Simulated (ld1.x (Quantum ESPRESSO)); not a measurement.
**silicon (Si), RRKJ: configuration errors across variants**

```json
{
  "Element": "silicon",
  "Generator": "ld1.x (Quantum ESPRESSO) 7.5",
  "Type": "norm-conserving RRKJ (Kleinman–Bylander form)",
  "Functional": "PBE",
  "Relativity": "scalar-relativistic",
  "Frozen core": "[Ne]",
  "Valence charge": "4",
  "Reference configuration": "3s1 3p3",
  "Partial waves": "3p (bound): rc 1.70 bohr; 3s (bound): rc 1.80 bohr",
  "Local potential": "the s channel",
  "Core correction": "Bessel-smoothed model core, default radius (core density twice the valence density)"
}
```

All-electron excitation energies from the reference (eV): (1) 3s2 3p2 -6.814; (2) 3s2 3p1 0.926; (3) 3s2 3p0 16.919; (4) 3s0 3p4 6.964; (5) 3s1 3p0 50.890; (6) 3s2 3p1.5 -3.893; (7) 3s1 3p2 8.356.

Errors AE − PS in meV (a dash: test not solved or not reliable):

| change | (1) | (2) | (3) | (4) | (5) | (6) | (7) | bound ghosts |
| --- | --- | --- | --- | --- | --- | --- | --- | --- |
| base | -1.4 | -2.5 | +8.9 | -1.9 | +53 | -2.8 | +3.0 | none |
| all radii but the core radius scaled by about 0.89 (s 1.60, p 1.52 bohr) | +0.8 | +0.5 | +10.0 | +0.7 | +39 | -0.2 | +3.1 | none |
| all radii but the core radius scaled by about 1.05 (s 1.88, p 1.78 bohr) | -3.2 | -4.4 | +9.4 | -4.0 | +63 | -4.7 | +3.2 | none |
| all radii but the core radius scaled by about 1.19 (s 2.14, p 2.02 bohr) | -9.9 | -11 | +16 | -12 | +99 | -12 | +4.7 | none |
| all radii but the core radius scaled by about 1.30 (s 2.34, p 2.20 bohr) | -17 | -16 | +27 | -21 | +136 | -20 | +7.0 | none |
| all radii but the core radius scaled by about 1.40 (s 2.52, p 2.38 bohr) | -24 | -21 | +41 | -29 | +172 | -27 | +9.7 | none |

(1) Give the same row for: all radii but the core radius scaled by about 0.80 (s 1.44, p 1.36 bohr).

Results:

(1) +1.3, +1.2, +11, +1.5, +36, +0.4, +3.7; bound ghosts: none.
